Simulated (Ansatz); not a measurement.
Molecule: isotetrasilanyl anion, Si4H9 (charge -1, singlet). It need not be the lowest isomer of its formula. 
Geometry from a B3LYP-D3(BJ)/def2-TZVP (Ansatz, a first-principles code) optimisation:
```xyz
13

Si    -0.2304     1.8849     0.6020
Si    -0.1374     0.1795    -1.0241
Si     1.8446    -0.7397    -0.1363
Si    -1.5218    -1.2660     0.2232
H      0.7726     2.9724     0.3497
H     -0.0222     1.5416     2.0485
H     -1.5442     2.6102     0.5972
H      3.0550     0.0855    -0.4624
H      2.1662    -2.0830    -0.7232
H      1.9591    -0.9645     1.3434
H     -1.2554    -1.4670     1.6868
H     -1.5367    -2.6619    -0.3277
H     -2.9647    -0.8556     0.1805
```
Charge -1, spin multiplicity 1.

Quantity: vertical triplet-singlet gap (E(triplet) - E(singlet); each state is the SCF solution reached for its spin; the molecule has degenerate orbitals, so one determinant may break the symmetry; for the triplet the Hartree-Fock reference is unstable and T1 is 0.076), in kcal/mol. Correlated levels leave the core frozen unless marked. Open shells are spin-unrestricted. Spin-orbit coupling is left out. Non-relativistic. Anions need diffuse functions: aug- sets have them; def2-D sets add few. 

```
level                    program  vertical triplet-singlet gap (kcal/mol)
-----------------------  -------  ---------------------------------------
HF/aug-cc-pV(Q+d)Z        Ansatz                                     62.1
SVWN5/def2-TZVPD          Ansatz                                     82.6
PBE/def2-TZVPD            Ansatz                                     80.9
BHLYP/def2-TZVPD          Ansatz                                     87.1
CAM-B3LYP/def2-TZVPD      Ansatz                                     87.8
wB97M-V/def2-TZVPD        Ansatz                                     91.5
B2PLYP/def2-TZVPD         Ansatz                                     87.3
CCSD/aug-cc-pV(D+d)Z      Ansatz                                     83.7
CCSD(T)/aug-cc-pV(D+d)Z   Ansatz                                     84.1
```
